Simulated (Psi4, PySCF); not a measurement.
Input for PySCF:
```python
from pyscf import gto, scf, dft

mol = gto.M(
    atom='''
Si   -0.129100   -0.005700   -0.004600
Cl    1.878100    0.083600    0.067600
H    -0.504300   -0.998400   -1.005300
H    -0.630000    1.313800   -0.372600
H    -0.614800   -0.393300    1.315000
''',
    basis='6-31g*',
    charge=0,
    spin=2,
    verbose=4,
)

mf = dft.UKS(mol)
mf.xc = 'bhandhlyp'
mf.grids.atom_grid = (99, 590)
mf.grids.prune = None
mf.kernel()
```

Task: Give the equivalent Psi4 input.

Result: One answer among several that fit: 
```
memory 2 GB

molecule mol {
0 3
Si   -0.129100   -0.005700   -0.004600
Cl    1.878100    0.083600    0.067600
H    -0.504300   -0.998400   -1.005300
H    -0.630000    1.313800   -0.372600
H    -0.614800   -0.393300    1.315000
}

set {
  basis 6-31g*
  reference uks
  scf_type pk
  puream true
  d_convergence 1e-8
  dft_radial_points 99
  dft_spherical_points 590
}

energy('bhhlyp')
print_variables()
```

Both were run: PySCF gave -751.203096 Eh and Psi4 -751.203096 Eh, 0.000 mEh apart.
